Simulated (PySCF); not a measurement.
The vertical singlet excitations below were computed for one of the candidates. Method used: PySCF 2.14.0, density-fitted response routines, TDDFT PBE0/def2-SVPD, vertical, gas phase, core orbitals frozen in the response. Geometries: GFN2-xTB, one conformer each.

```json
{"state": "S1", "E (eV)": "3.91", "f": "0.0003"}
{"state": "S2", "E (eV)": "5.25", "f": "0.0005"}
{"state": "S3", "E (eV)": "5.31", "f": "0.0003"}
{"state": "S4", "E (eV)": "5.38", "f": "0.117"}
{"state": "S5", "E (eV)": "6.21", "f": "0.0034"}
{"state": "S6", "E (eV)": "6.23", "f": "0.0060"}
{"state": "S7", "E (eV)": "6.50", "f": "0.0057"}
{"state": "S8", "E (eV)": "6.64", "f": "0.0051"}
```

Problem. Which candidate is it?
A. `FC1=COCS1`
B. `CS[C@H](C)C(C)=O`
C. `F[C@@H]1S[C@@H]1CC[SiH3]`
D. `CSCOC1CC1`
E. `O=S1CCCCC1`

Solution. A. Its S1, at 3.91 eV, is the lowest among the candidates; the nearest of the others has S1 at 4.23 eV. S1 is HOMO→LUMO (98%). Löwdin shares by element: HOMO carbon 37% or more, sulfur 32%, oxygen 16%; LUMO sulfur 57%, carbon 25% or more, oxygen 4%. At the same level the other candidates give, for their lowest levels:
- `CS[C@H](C)C(C)=O`: 4.23 eV (f 0.016); 4.96 eV (f 0.010); 5.78 eV (f 0.013); 6.02 eV (f 0.011); 6.40 eV (f 0.003); T1 3.66 eV; HOMO -6.56, LUMO -0.73 eV
- `CSCOC1CC1`: 5.45 eV (f 0.001); 6.13 eV (f 0.030); 6.39 eV (f 0.016); 6.63 eV (f 0.006); 6.76 eV (f 0.047); T1 5.01 eV; HOMO -6.43, LUMO 0.51 eV
- `O=S1CCCCC1`: 5.69 eV (f 0.008); 5.85 eV (f 0.040); 6.21 eV (f 0.013); 6.49 eV (f 0.063); 6.51 eV (f 0.000); T1 5.03 eV; HOMO -6.60, LUMO 0.36 eV
- `F[C@@H]1S[C@@H]1CC[SiH3]`: 5.11 eV (f 0.002); 6.37 eV (f 0.016); 6.57 eV (f 0.053); 6.89 eV (f 0.015); 7.36 eV (f 0.028); T1 4.65 eV; HOMO -7.04, LUMO -0.20 eV
Triplets come from the Tamm–Dancoff approximation.
